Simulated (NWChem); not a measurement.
Molecule: SiHOI, singlet; SMILES O[Si]I

```xyz
4

Si     0.6686     1.5701     0.0000
I     -0.0360    -0.8225     0.0000
O     -0.8303     2.2939     0.0000
H     -0.8107     3.2597     0.0000
```
Atoms are numbered in this order, from 1.

Program: NWChem. Low-valent species are run as closed-shell singlets; no triplet was tried in these runs. Coordinates come from a PBE0/def2-SVP optimisation. Not confirmed as a minimum by frequencies. def2 effective core potentials on I; no spin-orbit coupling. Ions are spin-unrestricted doublets at the neutral geometry; other ion states weren't tried.

Task: Predict the results for PBE/def2-SVP. Quantities: vertical ionisation energy, ΔSCF (eV); −ε(HOMO) (eV).

Result: 
```
Quantity                               Value
-------------------------------------  -----
vertical ionisation energy, ΔSCF (eV)   8.89
−ε(HOMO) (eV)                           5.90
```
